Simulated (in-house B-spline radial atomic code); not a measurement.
LDA exchange-only excitations of Zn2+

Method: LDA exchange-only. Computed with an all-electron radial atomic-structure program (B-spline basis): linear response of the closed shell [Ar] 3d10 with the functional's adiabatic kernel; non-relativistic, point nucleus, no spin-orbit coupling, no double excitations, S, P, D and F terms only. Only terms of natural parity with L up to 3 were computed.

Without relativity these are model numbers for so heavy an element.

Command:
```bash
python run_td.py task.json out
```
Settings (radii: box in bohr, nucleus in fm):
```
Z                        30
electrons                28
configuration            [Ar] 3d10
hamiltonian              nr
method                   lda,
box_radius               29.48
intervals                55
```

Cost of the run: 1.1 s on 1 thread of Arm Neoverse N1 (shared host).

The lowest states, in the order of their Tamm-Dancoff energies; the method's threshold (minus the highest occupied level) is 29.802 eV. Labels give the largest channel, * marks a mixed state, and oscillator strengths are full-response dipole values. Semilocal kernels can invert the small singlet-triplet splittings of Rydberg terms. Energies in eV:

```csv
state,full response,Tamm-Dancoff,oscillator strength
3d → 4s 3D,?,?,-
3d → 4s 1D,8.297,8.312,-
3d → 4p 3P,14.435,14.473,-
3d → 4p 3F,14.699,14.715,-
3d → 4p 1F,15.052,15.055,-
3d → 4p 1P,15.739,15.816,0.443
3d → 5s 3D,?,?,-
3d → 5s 1D,22.139,22.141,-
3d → 4d 3S,22.440,22.469,-
3d → 4d 3D,22.904,22.909,-
3d → 4d 1D,23.107,23.115,-
3d → 5p 3P,23.782,23.788,-
3d → 5p 3F,23.829,23.832,-
3d → 5p 1F,23.897,23.897,-
3d → 5p 1P,24.018,24.033,0.0404
3d → 4d 1S,23.976,24.110,-
```

(1) Where does 3d → 5s 3D lie?

(2) Where does 3d → 4s 3D lie?

(3) How large is the singlet-triplet splitting of 3d → 4s (D terms) in Tamm-Dancoff?

(4) What polarisabilities and dispersion coefficient does the method give?

## Answers

(1) At 22.042 eV in full response, 22.046 eV in Tamm-Dancoff.

(2) At 7.632 eV in full response, 7.664 eV in Tamm-Dancoff.

(3) 0.648 eV, from the unrounded values.

(4) Dipole 3.036 bohr³, quadrupole 10.48 bohr⁵, C6 8.198 hartree·bohr⁶ for two such species.
